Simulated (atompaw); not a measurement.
iodine: one change to a PAW (atompaw) potential, before and after

| Item | Value |
| --- | --- |
| Element | iodine |
| Generator | atompaw 4.2.0.5 |
| Type | PAW |
| Functional | PBE |
| Relativity | scalar-relativistic |
| Frozen core | [Kr] |
| Valence charge | 17 |
| Reference configuration | 4d10 5s1 5p6 |
| Partial waves | 5s (bound): rc 1.50 bohr; 5s channel at 1.9 Ry: rc 1.50 bohr; 5p (bound): rc 2.35 bohr; 5p channel at 0.3 Ry: rc 2.35 bohr; 4d (bound): rc 2.35 bohr; 4d channel at -1.55 Ry: rc 2.35 bohr |
| Local potential | troulliermartins scheme with l = 3 at 0 Ry, radius 1.85 bohr |
| Core correction | smooth core density matched at 1.45 bohr |
| Augmentation charge | besselshape compensation charge, radius 2.25 bohr; PAW radius 2.35 bohr; waves and projectors: custom polynom vanderbiltortho |

All-electron outer shells of the reference configuration (PBE, scalar-relativistic, ld1.x):

```json
{"shell": "4s", "level (eV)": "-181.97", "outermost node (bohr)": "0.37", "outermost maximum (bohr)": "0.68"}
{"shell": "4p", "level (eV)": "-128.93", "outermost node (bohr)": "0.37", "outermost maximum (bohr)": "0.72"}
{"shell": "4d", "level (eV)": "-51.59", "outermost node (bohr)": "0.35", "outermost maximum (bohr)": "0.78"}
{"shell": "5s", "level (eV)": "-18.13", "outermost node (bohr)": "0.88", "outermost maximum (bohr)": "1.70"}
{"shell": "5p", "level (eV)": "-7.62", "outermost node (bohr)": "0.96", "outermost maximum (bohr)": "2.02"}
```

Change: wave 4d (bound): rc 2.35 bohr becomes 4d (bound): rc 1.96 bohr.

Cutoffs: the cutoffs (Ry, on a coarse ladder) from which the occupation-weighted sum of valence levels, in a spherical-Bessel basis at the reference potential, stays within 10 and 1 mRy of its value at 400 Ry; they do not see the model core or the augmentation charge, which bear on the density cutoff.

Problem. What does the change do?

Solution. The potential gets harder (30 Ry and 45 Ry → 40 Ry and 70 Ry); both files keep a bound ghost (p, s); the range in which the d phases agree narrows (upper end at the end of the scan → 0.3).

```tsv
quantity	base	changed
cutoff, loose	30 Ry	40 Ry
cutoff, tight	45 Ry	70 Ry
loose cutoff by channel (10 mRy a level)	s 21 Ry, p 6 Ry, d 15 Ry	s 21 Ry, p 6 Ry, d 25 Ry
bound ghosts	s, p	s, p
s: phases at 2.37 bohr within 0.05 rad from the reference energy up to (Ry; the scan ends near 5)	to the end of the scan	to the end of the scan
p: phases at 2.37 bohr within 0.05 rad from the reference energy up to (Ry; the scan ends near 5)	to the end of the scan	to the end of the scan
d: phases at 2.37 bohr within 0.05 rad from the reference energy up to (Ry; the scan ends near 5)	to the end of the scan	0.3
lowest overlap eigenvalue by channel	s 0.24, p 0.18, d 0.93	s 0.24, p 0.18, d 0.71
```

 A true bound ghost makes a file unfit for plane-wave use even where its test errors are small: the radial tests pick states by their node count and pass the ghost by. The cutoffs see the waves, projectors and local potential, not the compensation charge or the core.
